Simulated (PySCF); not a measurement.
Cl3OW, neutral, multiplicity 2. Atoms are numbered in the order given.

```xyz
5

W      0.0715    -0.2213     0.0000
O     -0.0924    -1.9028     0.0000
Cl     2.1813     0.6642     0.0000
Cl    -1.2244     0.5973    -1.7067
Cl    -1.2244     0.5973     1.7067
```
Charge 0, spin multiplicity 2.

Coordinates come from a B3LYP-D3(BJ)/def2-SVP optimisation. The spin state was assumed, not searched. The isomer is the one that the SMILES or the coordinates give; other isomers of the formula were not compared. The def2 effective core potentials stand for the cores of W; spin–orbit coupling is left out.

All values below come from TDA-PBE/def2-SVPD (PySCF).

Vertical excitations. Isolated molecule, no solvent.

```json
[
 {"state": "root 1", "energy (eV)": "0.55", "λ (nm)": "2247", "f": "0.001", "main pairs": "α HOMO→LUMO 99 %"},
 {"state": "root 2", "energy (eV)": "2.04", "λ (nm)": "608", "f": "0.000", "main pairs": "α HOMO→LUMO+1 99 %"},
 {"state": "root 3", "energy (eV)": "2.21", "λ (nm)": "561", "f": "0.001", "main pairs": "α HOMO→LUMO+2 99 %"},
 {"state": "root 4", "energy (eV)": "2.55", "λ (nm)": "485", "f": "0.004", "main pairs": "α HOMO→LUMO+3 98 %"},
 {"state": "root 5", "energy (eV)": "3.59", "λ (nm)": "345", "f": "0.000", "main pairs": "α HOMO−1→LUMO 84 %, β HOMO→LUMO 15 %"},
 {"state": "root 6", "energy (eV)": "3.76", "λ (nm)": "330", "f": "0.001", "main pairs": "α HOMO−2→LUMO 54 %, β HOMO→LUMO 25 %, β HOMO−1→LUMO 14 %"},
 {"state": "root 7", "energy (eV)": "3.84", "λ (nm)": "322", "f": "0.003", "main pairs": "α HOMO−2→LUMO 18 %, α HOMO−1→LUMO 8 %, β HOMO→LUMO 58 %, β HOMO−1→LUMO 14 %"},
 {"state": "root 8", "energy (eV)": "3.89", "λ (nm)": "319", "f": "0.000", "main pairs": "α HOMO−3→LUMO 76 %, β HOMO→LUMO+1 19 %"},
 {"state": "root 9", "energy (eV)": "4.05", "λ (nm)": "306", "f": "0.011", "main pairs": "α HOMO−3→LUMO 7 %, β HOMO→LUMO+1 61 %, β HOMO−2→LUMO 23 %"},
 {"state": "root 10", "energy (eV)": "4.21", "λ (nm)": "294", "f": "0.000", "main pairs": "β HOMO−1→LUMO+1 83 %, β HOMO−2→LUMO 16 %"}
]
```
Unrestricted roots are not spin-pure.
